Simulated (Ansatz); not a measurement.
GeSb5⁻. Total charge -1; singlet. Geometry PBE-D4/def2-SVPD.

Cartesian coordinates in Å:
```
Sb -0.2615 1.7624 1.7223
Sb 1.3776 -0.8638 0.0746
Sb -0.7930 -2.1594 -1.1619
Sb -0.9307 0.3372 -2.2698
Sb -0.1897 -0.8825 2.4115
Ge 0.7975 1.8061 -0.7767
```

In the def2 sets Sb takes a core potential; there is no spin–orbit coupling. Another isomer (singlet) lies 0.75 eV lower at PBE0-D4/def2-TZVPD; other spin states weren't run for this one.

**Question.** Estimate the orbital energies around the gap (eV) in Ansatz with PBE-D4/def2-TZVPD, revPBE-D4/def2-TZVPD, r2SCAN-D4/def2-TZVPD, PBE0-D4/def2-TZVPD, BHLYP-D4/def2-TZVPD.

**Answer.** 
```tsv
orbital	PBE-D4/def2-TZVPD	revPBE-D4/def2-TZVPD	r2SCAN-D4/def2-TZVPD	PBE0-D4/def2-TZVPD	BHLYP-D4/def2-TZVPD
HOMO−9	-6.13	-6.04	-6.42	-7.28	-8.33
HOMO−8	-3.37	-3.31	-3.68	-4.34	-5.07
HOMO−7	-3.35	-3.28	-3.64	-4.31	-5.04
HOMO−6	-3.19	-3.13	-3.48	-4.16	-4.88
HOMO−5	-2.58	-2.52	-2.84	-3.47	-4.17
HOMO−4	-1.92	-1.85	-2.15	-2.71	-3.31
HOMO−3	-1.43	-1.37	-1.64	-2.17	-2.75
HOMO−2	-1.27	-1.21	-1.45	-2.01	-2.58
HOMO−1	-1.18	-1.11	-1.35	-1.85	-2.32
HOMO	-1.05	-0.99	-1.24	-1.73	-2.22
LUMO	0.12	0.19	0.06	0.53	1.09
LUMO+1	0.53	0.59	0.48	0.93	1.49
LUMO+2	0.94	1.03	1.05	1.52	2.19
LUMO+3	1.37	1.45	1.50	1.95	2.62
LUMO+4	1.50	1.59	1.70	2.09	2.72
LUMO+5	2.06	2.12	2.31	2.64	3.24
```
